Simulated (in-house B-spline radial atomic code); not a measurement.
Checks on a self-consistent run for Cs4+, [Kr] 4d10 5s2 (5p3/2)2 (7p1/2)1. Computed with a B-spline radial code for spherical atoms: Dirac-Hartree-Fock, average of the jj configuration, Fermi nucleus of rms radius 4.8041 fm.

| orbital | q | ε (Eh) | <1/r> | <r²> | small-component weight |
| --- | --- | --- | --- | --- | --- |
| 1s1/2 | 2 | -1331.93123 | 59.3976 | 0.000924755 | 0.041207 |
| 2s1/2 | 2 | -214.35412 | 13.9402 | 0.0147408 | 0.0088935 |
| 2p1/2 | 2 | -201.21740 | 13.8825 | 0.0109108 | 0.0088822 |
| 2p3/2 | 4 | -188.22745 | 12.7239 | 0.0121787 | 0.0084044 |
| 3s1/2 | 2 | -47.74313 | 5.01497 | 0.1011 | 0.0026906 |
| 3p1/2 | 2 | -42.21488 | 4.91462 | 0.0962385 | 0.0026204 |
| 3p3/2 | 4 | -39.66581 | 4.63185 | 0.103832 | 0.0024946 |
| 3d3/2 | 4 | -30.08360 | 4.47784 | 0.0863817 | 0.0023602 |
| 3d5/2 | 6 | -29.55047 | 4.40489 | 0.0885771 | 0.0023221 |
| 4s1/2 | 2 | -11.25435 | 2.02135 | 0.542321 | 0.00077286 |
| 4p1/2 | 2 | -9.17183 | 1.91006 | 0.591245 | 0.00070729 |
| 4p3/2 | 4 | -8.65639 | 1.82636 | 0.632245 | 0.00067318 |
| 4d3/2 | 4 | -5.21184 | 1.60099 | 0.781199 | 0.00053845 |
| 4d5/2 | 6 | -5.12708 | 1.57629 | 0.802746 | 0.00052646 |
| 5s1/2 | 2 | -2.90419 | 0.803103 | 2.96321 | 0.00017279 |
| 5p3/2 | 2 | -2.29637 | 0.702682 | 3.77327 | 0.00014004 |
| 7p1/2 | 1 | -0.58389 | 0.210684 | 44.5092 | 2.3629e-05 |

Electron-electron repulsion V_ee = 2759.2289 hartree.

Question: What total energy follows from the eigenvalues?

Answer: The eigenvalues count the repulsion twice, so E = Σqε - V_ee = -5022.205 - 2759.229 = -7781.434 hartree; the run printed -7781.434.

Question: Does the Dirac virial theorem hold?

Answer: For a point nucleus E = -2c²Σq·w, with w the small-component weight. Here Σq·w = 0.20717 and c = 137.0360, so the ratio E/(-2c²Σq·w) is 1.000069; the finite nucleus accounts for the departure from 1.

Question: What diamagnetic shielding (Lamb formula) and susceptibility (Langevin formula) do the radii give?

Answer: σ = (α²/3)Σq<1/r> = 342.316/(3·137.036²) = 6076.3 ppm, and χ = -0.79199×10⁻⁶·Σq<r²> = -57.43×10⁻⁶ cm³/mol with Σq<r²> = 72.508 bohr². Both are non-relativistic formulas without the paramagnetism of open shells; for so heavy an element the full relativistic shielding is larger by tens of per cent.
